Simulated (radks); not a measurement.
Ir4+, 73 electrons, occupied as [Xe] 4f14 5d5. Calculated with a radial shooting solver on a logarithmic mesh with Libxc functionals: Dirac Kohn-Sham, PBEsol, spin-unpolarised, spherical densities, finite nucleus; open shells fill j = l - 1/2 first; Fermi nuclear charge, rms radius 5.4032 fm. Some entries of the table are withheld. Estimate them.

| orbital | occ. | eigenvalue (Ry) | <1/r> (bohr^-1) |
|---|---|---|---|
| 1s1/2 | 2 | -5586.107 | 92.11 |
| 2s1/2 | 2 | -979.4092 | 22.55 |
| 2p1/2 | 2 | -938.6992 | 22.52 |
| 2p3/2 | 4 | -819.1484 | 18.58 |
| 3s1/2 | 2 | (1) | 8.279 |
| 3p1/2 | 2 | -213.3688 | 8.196 |
| 3p3/2 | 4 | -187.1949 | 7.173 |
| 3d3/2 | 4 | -156.4864 | 7.071 |
| 3d5/2 | 6 | -150.8277 | 6.834 |
| 4s1/2 | 2 | -52.09917 | (2) |
| 4p1/2 | 2 | (3) | 3.386 |
| 4p3/2 | 4 | (4) | 3.030 |
| 4d3/2 | 4 | (5) | 2.822 |
| 4d5/2 | 6 | (6) | 2.739 |
| 5s1/2 | 2 | -10.58290 | (7) |
| 5p1/2 | 2 | -8.12835 | (8) |
| 4f5/2 | 6 | -8.12447 | 2.336 |
| 4f7/2 | 8 | -7.89469 | 2.302 |
| 5p3/2 | 4 | -7.09940 | (9) |
| 5d3/2 | 4 | -3.75691 | 0.8849 |
| 5d5/2 | 1 | -3.64027 | 0.8596 |

Answer. 
(1) 3s1/2 eigenvalue (Ry): -231.6812
(2) 4s1/2 <1/r> (bohr^-1): 3.495
(3) 4p1/2 eigenvalue (Ry): -44.36279
(4) 4p3/2 eigenvalue (Ry): -38.16492
(5) 4d3/2 eigenvalue (Ry): -25.45230
(6) 4d5/2 eigenvalue (Ry): -24.30149
(7) 5s1/2 <1/r> (bohr^-1): 1.400
(8) 5p1/2 <1/r> (bohr^-1): 1.278
(9) 5p3/2 <1/r> (bohr^-1): 1.154
